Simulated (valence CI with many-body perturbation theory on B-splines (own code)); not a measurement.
Xe40+: calculated level list

Level of theory: configuration interaction combined with many-body perturbation theory (CI+MBPT): four valence electrons over a frozen Dirac-Fock core [Ne], radial functions for each j: 11 s, 11 p, 9 d, 7 f, 5 g, 2 h, 1 i, with the one-electron correlation potential Σ1 (screened to all orders), the two-electron term Σ2, the three-electron term Σ3, Breit, model QED; selected single and double excitations, second order for the rest (own B-spline code, finite nucleus).

No measured spectrum was set against this ion. As an estimate, large intervals hold to a few tenths of a per cent, small ones and those within an open d or f shell to about a per cent.

Levels 1 to 45 of 64, with energies above the lowest level, (3s^2 3p1/2^2) J=0. "Leading %" is the weight of the configuration and term that name the level; weights of strongly mixed levels are sums over their largest components and can fall short. In the jj column 3d3/2^4 stands for four electrons in 3d with j = 3/2.

```
No.  Configuration  Term  J  E (× 10³ cm⁻¹)  Leading %    Second component                   Leading jj
  1        3s2 3p2    3P  0            0.00         72     27 % 3s2 3p2 1S          3s^2 3p1/2^2 (98 %)
  2        3s2 3p2    3P  1          595.51         99                          3s^2 3p1/2 3p3/2 (99 %)
  3        3s2 3p2    1D  2          647.06         60     39 % 3s2 3p2 3P      3s^2 3p1/2 3p3/2 (98 %)
  4        3s2 3p2    3P  2          1279.8         60     39 % 3s2 3p2 1D          3s^2 3p3/2^2 (98 %)
  5        3s2 3p2    1S  0          1392.4         71     26 % 3s2 3p2 3P          3s^2 3p3/2^2 (97 %)
  6         3s 3p3   5S°  2          1417.7         40     40 % 3s 3p3 3P°      3s 3p1/2^2 3p3/2 (92 %)
  7         3s 3p3   3D°  1          1577.7         41     19 % 3s 3p3 3P°      3s 3p1/2^2 3p3/2 (81 %)
  8      3s2 3p 3d   3F°  2          1780.5         70  21 % 3s2 3p 3d 1D°      3s^2 3p1/2 3d3/2 (96 %)
  9         3s 3p3   5S°  2          1917.9         34     25 % 3s 3p3 3D°      3s 3p1/2 3p3/2^2 (61 %)
 10      3s2 3p 3d   3F°  3          1979.7         34     32 % 3s 3p3 3D°      3s^2 3p1/2 3d5/2 (64 %)
 11      3s2 3p 3d   3D°  1          1995.7         50  19 % 3s2 3p 3d 1P°      3s^2 3p1/2 3d3/2 (81 %)
 12         3s 3p3   3D°  2          2107.7         32  28 % 3s2 3p 3d 3P°      3s^2 3p1/2 3d5/2 (52 %)
 13         3s 3p3   3D°  3          2129.3         60  34 % 3s2 3p 3d 3F°      3s 3p1/2 3p3/2^2 (60 %)
 14         3s 3p3   3P°  0          2162.6         89  10 % 3s2 3p 3d 3P°      3s 3p1/2 3p3/2^2 (89 %)
 15         3s 3p3   3P°  1          2226.8         42     23 % 3s 3p3 3D°      3s 3p1/2 3p3/2^2 (80 %)
 16         3s 3p3   1D°  2          2257.9         52  14 % 3s2 3p 3d 3D°      3s 3p1/2 3p3/2^2 (66 %)
 17         3s 3p3   3S°  1          2311.0         39     22 % 3s 3p3 1P°      3s 3p1/2 3p3/2^2 (90 %)
 18      3s2 3p 3d   1D°  2          2584.5         44  15 % 3s2 3p 3d 3D°      3s^2 3p3/2 3d3/2 (45 %)
 19      3s2 3p 3d   3P°  2          2587.8         36  36 % 3s2 3p 3d 3D°      3s^2 3p3/2 3d5/2 (45 %)
 20      3s2 3p 3d   3D°  3          2588.6         33  31 % 3s2 3p 3d 3F°      3s^2 3p3/2 3d3/2 (81 %)
 21      3s2 3p 3d   3P°  1          2589.2         48  31 % 3s2 3p 3d 3D°      3s^2 3p3/2 3d3/2 (83 %)
 22      3s2 3p 3d   3F°  4          2594.4         99                          3s^2 3p3/2 3d5/2 (99 %)
 23      3s2 3p 3d   3P°  0          2601.0         88     10 % 3s 3p3 3P°      3s^2 3p3/2 3d3/2 (88 %)
 24      3s 3p2 3d    5F  1          2620.0         54   28 % 3s 3p2 3d 3D      3s 3p1/2^2 3d3/2 (92 %)
 25      3s 3p2 3d    5F  2          2651.1         30   19 % 3s 3p2 3d 3D      3s 3p1/2^2 3d3/2 (86 %)
 26      3s2 3p 3d   1F°  3          2798.0         53  43 % 3s2 3p 3d 3D°      3s^2 3p3/2 3d5/2 (85 %)
 27      3s2 3p 3d   1P°  1          2823.7         59  22 % 3s2 3p 3d 3P°      3s^2 3p3/2 3d5/2 (85 %)
 28      3s 3p2 3d    5D  3          2826.3         28   23 % 3s 3p2 3d 5F      3s 3p1/2^2 3d5/2 (87 %)
 29      3s 3p2 3d    3F  2          2885.0         20   16 % 3s 3p2 3d 1D      3s 3p1/2^2 3d5/2 (69 %)
 30         3s 3p3   3P°  2          2906.6         37     20 % 3s 3p3 1D°            3s 3p3/2^3 (70 %)
 31         3s 3p3   1P°  1          3048.7         40     22 % 3s 3p3 3S°            3s 3p3/2^3 (83 %)
 32      3s 3p2 3d    3F  2          3085.5         30         23 % 3p4 3P  3s 3p1/2 3p3/2 3d3/2 (46 %)
 33      3s 3p2 3d    5D  0          3120.2         59   12 % 3s 3p2 3d 3P  3s 3p1/2 3p3/2 3d3/2 (78 %)
 34      3s 3p2 3d    5D  1          3139.4         58   19 % 3s 3p2 3d 5F  3s 3p1/2 3p3/2 3d3/2 (96 %)
 35      3s 3p2 3d    5F  3          3162.7         48   33 % 3s 3p2 3d 3F  3s 3p1/2 3p3/2 3d3/2 (88 %)
 36      3s 3p2 3d    5F  2          3168.2         31   17 % 3s 3p2 3d 5D  3s 3p1/2 3p3/2 3d3/2 (59 %)
 37            3p4    1S  0          3188.4         32   29 % 3s 3p2 3d 5D       3p1/2^2 3p3/2^2 (55 %)
 38      3s 3p2 3d    5F  4          3232.8         52   21 % 3s 3p2 3d 3G  3s 3p1/2 3p3/2 3d3/2 (70 %)
 39      3s 3p2 3d    5D  4          3271.5         54   23 % 3s 3p2 3d 3F  3s 3p1/2 3p3/2 3d5/2 (89 %)
 40      3s 3p2 3d    3F  2          3317.8         65   10 % 3s 3p2 3d 5D  3s 3p1/2 3p3/2 3d3/2 (64 %)
 41      3s 3p2 3d    5P  3          3327.7         46   15 % 3s 3p2 3d 3F  3s 3p1/2 3p3/2 3d3/2 (54 %)
 42      3s 3p2 3d    5P  2          3366.4         44   25 % 3s 3p2 3d 3P  3s 3p1/2 3p3/2 3d3/2 (69 %)
 43      3s 3p2 3d    5P  1          3375.7         42   18 % 3s 3p2 3d 3P  3s 3p1/2 3p3/2 3d3/2 (88 %)
 44      3s 3p2 3d    5F  5          3377.5         56   43 % 3s 3p2 3d 3G  3s 3p1/2 3p3/2 3d5/2 (94 %)
 45      3s 3p2 3d    3P  2          3385.5         31   22 % 3s 3p2 3d 5D  3s 3p1/2 3p3/2 3d5/2 (65 %)
```

Where two levels of one J and parity lie close, their mixing, g and order are uncertain.

The ionisation energy to 3s2 3p 2P°_1/2 of the next ion comes out as 2977.5 eV (NIST: 2975 ± 4 eV (theoretical)). All 64 levels together are meant to be complete up to 3833.5 × 10³ cm⁻¹.
